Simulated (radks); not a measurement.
The numbers below are computed, except where a source is named.
Ionisation of Kr28+, [He] 2s2 2p4, to Kr29+, [He] 2s2 2p3, under several functionals. Scalar-relativistic Kohn-Sham, spin-polarised, spherical densities, finite nucleus; open shells are filled with parallel spins first; a radial shooting solver on a logarithmic mesh with Libxc functionals.

functional            E(Kr28+) (hartree)  Exc (hartree)  IE (eV)  -e(HOMO) (eV)  <r> HOMO (bohr)  IE error (eV)
exchange-only LDA            -2100.31577      -44.53005   3219.6         3151.4           0.1528           -8.4
exchange-only r2SCAN         -2104.62204      -48.79801   3220.0         3155.1           0.1529           -8.0
PBE                          -2104.64782      -48.89774   3225.7         3157.0           0.1527           -2.3
r2SCAN                       -2104.93499      -49.11346   3222.1         3157.0           0.1529           -5.9
AM05                         -2101.83761      -46.06280   3222.5         3154.5           0.1528           -5.5

NIST Atomic Spectra Database: 3228 eV (semi-empirical). Closest: PBE. The Delta-SCF values span 6.15 eV, the total energies 4.62 hartree. The highest occupied level is 2p. Open shells are spherical and high-spin; term and fine-structure splittings are not resolved.
